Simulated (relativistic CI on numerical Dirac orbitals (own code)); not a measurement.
## Hyperfine structure of Tl¹⁰⁺, mass number 205

Method of calculation: Dirac-Coulomb-Breit CI, KLI orbitals optimised for each configuration, a model potential for QED, unscaled Slater integrals (own radial code, finite nucleus).

Configuration list (outside the closed core [Kr] 4d10 4f14): 5s²5p⁶5d³, 5s²5p⁶5d²6s, 5s²5p⁶5d²5f, 5s²5p⁵5d⁴, 5s²5p⁶5d²6p, 5s²5p⁶5d²5g, 5s²5p⁶5d6s6p, 5s²5p⁶5d5f6s, 5s5p⁶5d⁴, 5s²5p⁶5d²6d, 5s²5p⁶5d²7s, 5s²5p⁶5d6s², 5s²5p⁶5f6s², 5s²5p⁶6s²6p, 5s²5p⁶5g6s², 5s²5p⁶5d5f², 5s²5p⁶5f²6s, 5s²5p⁶5f³, 5s²5p⁶5f²6p, 5s²5p⁶5f²5g, 5s²5p⁶5d6p², 5s²5p⁶6s6p², 5s²5p⁶5f6p², 5s²5p⁶6p³, 5s²5p⁶5g6p², 5s²5p⁶5d5f6p, 5s²5p⁶5f6s6p, 5s²5p⁶5f5g6p. Double excitations out of closed p, d and f shells are left out; levels of such configurations are missing from the list, as are those of other unlisted configurations, and high levels can miss mixing partners. These lack a partner that the ground configuration has and come out too high: 5s²5p⁶5d²6d, 5s²5p⁶5d²7s.

Nuclear spin I = 1/2, μ = 1.632 μN (tables of Stone and Pyykkö). The electronic factors are computed for point nuclear moments, without core polarisation or the Bohr-Weisskopf and QED corrections.

```csv
Level,E (eV),A (MHz)
5s²5p⁶5d³ ⁴F3/2,0.0000,14840
5s²5p⁶5d³ ⁴F5/2,2.0780,8389
5s²5p⁶5d³ ⁴F7/2,3.3214,8074
5s²5p⁶5d³ ⁴P1/2,3.9500,-6405
5s²5p⁶5d³ ²G7/2,5.9531,8092
5s²5p⁶5d³ ⁴P5/2,6.0522,3142
5s²5p⁶5d³ ²H9/2,6.3436,7428
5s²5p⁶5d³ ²P1/2,7.3424,-2206
```

Levels with J = 0, under 50 % of one LS term, or S terms without an open s electron are left out. Small factors come from cancelling terms and can be off by tens of per cent or more.

At this charge energies of transitions that change n are usually good to better than 1 %, and those within a shell (Δn = 0) to a few per cent. Terms inside the open d or f shell come out 10 to 20 % too wide with unscaled integrals. Levels and lines within the n = 5 or 6 shells can be off by up to 10 % or somewhat more, and those that change n by about 2 %, since core polarisation is missing.

Problem. Give the hyperfine levels of 5s²5p⁶5d³ ⁴F3/2 relative to its centre of gravity.

Solution. With K = F(F + 1) − I(I + 1) − J(J + 1), E = AK/2: F = 1: -18550, F = 2: 11130 MHz.

LS names give the leading component of a level, which can be under half, so a name can repeat, a term be missing and a line seem to break the LS rules.
